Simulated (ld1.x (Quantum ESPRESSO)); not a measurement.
**Cutoff test, indium, TM**

| Property | Result |
| --- | --- |
| Element | indium (In) |
| Generator | ld1.x (Quantum ESPRESSO) 7.5 |
| Type | norm-conserving Troullier–Martins (Kleinman–Bylander form) |
| Functional | LDA (PZ) |
| Relativity | scalar-relativistic |
| Frozen core | [Kr] 4d10 |
| Valence charge | 3 |
| Reference configuration | 5s2 5p0.75 (charge +0.25) |
| Partial waves | 5s (bound): rc 1.90 bohr; 5p (bound): rc 2.35 bohr |
| Local potential | all-electron potential smoothed inside 1.70 bohr (lloc = -1) |
| Core correction | a·sin(br)/r model core inside 1.30 bohr |

The pseudo-atom Hamiltonian at the reference potential is diagonalised in spherical Bessel functions j_l(qr) that vanish at 20 bohr, with q² up to the cutoff. All-electron valence levels (Ry): 5s -0.7390, 5p -0.2996.

Task: How do the lowest levels (Ry) of each channel move with the cutoff, and are there ghosts?

Result:

```json
{"cutoff (Ry)": "8", "s #1": "-0.7310", "s #2": "-0.0789", "s #3": "0.0344", "p #1": "-0.2974", "d #1": "-0.0490", "f #1": "0.0673", "Σ f·Δε (mRy)": "17.7"}
{"cutoff (Ry)": "12", "s #1": "-1.0181", "s #2": "-0.7053", "s #3": "-0.0777", "p #1": "-0.2993", "d #1": "-0.0827", "f #1": "0.0673", "Σ f·Δε (mRy)": "67.6"}
{"cutoff (Ry)": "18", "s #1": "-2.2565", "s #2": "-0.7350", "s #3": "-0.0778", "p #1": "-0.2995", "d #1": "-0.1182", "f #1": "0.0673", "Σ f·Δε (mRy)": "8.1"}
{"cutoff (Ry)": "25", "s #1": "-2.6726", "s #2": "-0.7382", "s #3": "-0.0779", "p #1": "-0.2996", "d #1": "-0.1322", "f #1": "0.0673", "Σ f·Δε (mRy)": "1.7"}
{"cutoff (Ry)": "35", "s #1": "-2.8084", "s #2": "-0.7385", "s #3": "-0.0779", "p #1": "-0.2996", "d #1": "-0.1383", "f #1": "0.0673", "Σ f·Δε (mRy)": "1.0"}
{"cutoff (Ry)": "45", "s #1": "-2.8156", "s #2": "-0.7389", "s #3": "-0.0779", "p #1": "-0.2996", "d #1": "-0.1391", "f #1": "0.0673", "Σ f·Δε (mRy)": "0.3"}
{"cutoff (Ry)": "400", "s #1": "-2.8170", "s #2": "-0.7390", "s #3": "-0.0780", "p #1": "-0.2996", "d #1": "-0.1392", "f #1": "0.0673", "Σ f·Δε (mRy)": "0.0"}
```

Result: ghost states, extra bound levels that the all-electron valence spectrum of the same l lacks: s at -38.3 eV, d at -1.89 eV (a true bound ghost makes a file unfit for plane-wave use); 10 mRy is reached at 18 Ry and 1 mRy at 35 Ry.
